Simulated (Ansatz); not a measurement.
`N#C[SiH](F)Cl` + H₂ → `F[SiH2]Cl` + `C#N` at 400 K and 1 bar (hydrogenolysis of the Si–C bond).

Gas-phase electronic energies from Ansatz, PBE0-D4/def2-TZVP geometries. CCSD(T)/CBS adds triple-zeta CCSD(T) − MP2 to the extrapolated MP2 energy (def2 sets, frozen cores). This one scheme is used for every species.

```json
{"species": "`N#C[SiH](F)Cl`", "CCSD(T)/CBS energy (Eh)": "-942.11148", "H − E (kJ/mol)": "85.3", "S (J/(mol·K))": "353.4"}
{"species": "H₂", "CCSD(T)/CBS energy (Eh)": "-1.17544", "H − E (kJ/mol)": "38.0", "S (J/(mol·K))": "139.0"}
{"species": "`F[SiH2]Cl`", "CCSD(T)/CBS energy (Eh)": "-849.96195", "H − E (kJ/mol)": "76.1", "S (J/(mol·K))": "299.2"}
{"species": "`C#N`", "CCSD(T)/CBS energy (Eh)": "-93.32098", "H − E (kJ/mol)": "56.1", "S (J/(mol·K))": "211.9"}
```

H − E and S are ideal-gas, rigid-rotor, harmonic terms from PBE0-D4/def2-TZVP, for one conformer and one mirror image of each species. The MP2-based limit puts H₂ 0.8 mEh under its directly extrapolated value; such offsets cancel only in part. 1 Eh = 2625.50 kJ/mol, R = 8.31446 J/(mol·K).

By hand: ΔE, ΔH, ΔS and ΔG.

ΔE = (-849.96195) + (-93.32098) − (-942.11148) − (-1.17544) = 0.00399 Eh = 10.5 kJ/mol. Δ(H − E) = 76.1 + 56.1 − 85.3 − 38.0 = 8.9, so ΔH = 19.4 kJ/mol. ΔS = 299.2 + 211.9 − 353.4 − 139.0 = 18.7 J/(mol·K). ΔG = 19.4 − 400 × (18.7)/1000 = 11.9 kJ/mol.

By hand: the equilibrium constant, and the temperature at which ΔG would vanish if ΔH and ΔS stayed fixed.

log₁₀ K = −ΔG/(RT ln 10) = -1.6. ΔG = 0 at ΔH/ΔS = 1037 K, though so small a ΔS makes that figure unsure.

TΔS isn't small against ΔH here. A doubt of 5 kJ/mol in ΔE shifts log₁₀ K by 0.7 here. Other conformers and mirror images would add mixing entropy, several J/(mol·K) or more a flexible species. These are equilibria of isolated gas molecules and say nothing of rates. Largest T1 diagnostic: 0.014 (customary marks: 0.02 for closed shells, 0.045 for open ones).
